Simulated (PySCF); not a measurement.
# Spin states of GeC

Unrestricted PBE0; basis Ge aug-pcseg-1, C aug-pcseg-1; no relativity; PySCF 2.14. Outer shells of the fragments: Ge 3d10 4s2 4p2; C 2s2 2p2.

Followed along the bond (rough minima from three points):

| 2Ms+1 | unpaired | ⟨S²⟩ at the start | R at minimum (Å) | Te (eV) |
| --- | --- | --- | --- | --- |
| 3 | σ ↑, π ↑ | 2.10 | 1.81 | 0.00 |
| 3 | π ↑↑ | 2.00 | 1.90 | 0.16 |
| 1 | σ ↑, π ↓ | 1.02 | 1.80 | 0.30 |
| 1 | π ↑↓ | 1.00 | 1.91 | 0.43 |
| 1 | none | 0.00 | 1.93 | 1.22 |

Solutions found at the starting distance of 1.870 Å, counted from the lowest of them; the search is not exhaustive and high or unbound solutions are not listed, so other states can lie among these:

```json
{"2Ms+1": "3", "unpaired": "σ ↑, π ↑", "term": "³Π", "E (eV)": "0.00", "⟨S²⟩": "2.10", "⟨Lz²⟩": "1.00", "μ (D)": "-2.01"}
{"2Ms+1": "3", "unpaired": "π ↑↑", "term": "³Σ⁻", "E (eV)": "0.13", "⟨S²⟩": "2.00", "⟨Lz²⟩": "0.00", "μ (D)": "-2.54"}
{"2Ms+1": "1", "unpaired": "σ ↑, π ↓", "term": "mixed", "E (eV)": "0.31", "⟨S²⟩": "1.02", "⟨Lz²⟩": "1.03", "μ (D)": "-2.24"}
{"2Ms+1": "1", "unpaired": "π ↑↓", "term": "mixed", "E (eV)": "0.41", "⟨S²⟩": "1.00", "⟨Lz²⟩": "2.01", "μ (D)": "-2.46"}
{"2Ms+1": "1", "unpaired": "none", "term": "mixed", "E (eV)": "1.22", "⟨S²⟩": "0.00", "⟨Lz²⟩": "2.00", "μ (D)": "-2.23"}
{"2Ms+1": "1", "unpaired": "none", "term": "¹Σ⁺", "E (eV)": "1.59", "⟨S²⟩": "0.23", "⟨Lz²⟩": "0.00", "μ (D)": "-2.51"}
```

A term symbol is given only where ⟨S²⟩ and ⟨Lz²⟩ are close to those of a pure state; real π, δ and φ orbitals otherwise mix terms. A positive dipole means Ge(−)C(+).

Spin–orbit coupling is left out.
